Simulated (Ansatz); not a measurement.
```xyz
12

C     1.4000    0.0000    0.0000
C     0.7000    1.2124    0.0000
C    -0.7000    1.2124    0.0000
C    -1.4000    0.0000    0.0000
C    -0.7000   -1.2124    0.0000
C     0.7000   -1.2124    0.0000
O     2.6500    0.0000    0.0000
H     1.2425    2.1521    0.0000
O    -1.3250    2.2950    0.0000
H    -2.4850    0.0000    0.0000
H    -1.2425   -2.1521    0.0000
H     1.2425   -2.1521    0.0000
```

Basis set: def2-SVP. Charge 0. Computed with Ansatz (development build ahead of 0.2.0); the lowest solution found for each multiplicity.

Question: How do the multiplicities compare at this shape? Give, from the lowest of each method, PBE0 (unrestricted) for 1, 3; PBE0 (restricted) for 1, 3; HF (unrestricted) for 1, 3; HF (restricted) for 1, 3.

Answer:

```json
{"method": "PBE0, unrestricted", "multiplicity": "1", "E (eV)": "0.522", "<S²>": "1.03"}
{"method": "PBE0, unrestricted", "multiplicity": "3", "E (eV)": "0.000", "<S²>": "2.09"}
{"method": "PBE0, restricted", "multiplicity": "1", "E (eV)": "1.275", "<S²>": "0.00"}
{"method": "PBE0, restricted", "multiplicity": "3", "E (eV)": "0.000", "<S²>": "2.00"}
{"method": "HF, unrestricted", "multiplicity": "1", "E (eV)": "1.096", "<S²>": "1.61"}
{"method": "HF, unrestricted", "multiplicity": "3", "E (eV)": "0.000", "<S²>": "2.60"}
{"method": "HF, restricted", "multiplicity": "1", "E (eV)": "2.059", "<S²>": "0.00"}
{"method": "HF, restricted", "multiplicity": "3", "E (eV)": "0.000", "<S²>": "2.00"}
```

Caution for PBE0, unrestricted, HF, unrestricted: the unrestricted determinant is a mixture of spin states. Caution for PBE0, restricted, HF, restricted: an unrestricted determinant lies well below. Caution for HF, unrestricted: the unrestricted determinant is spin contaminated.
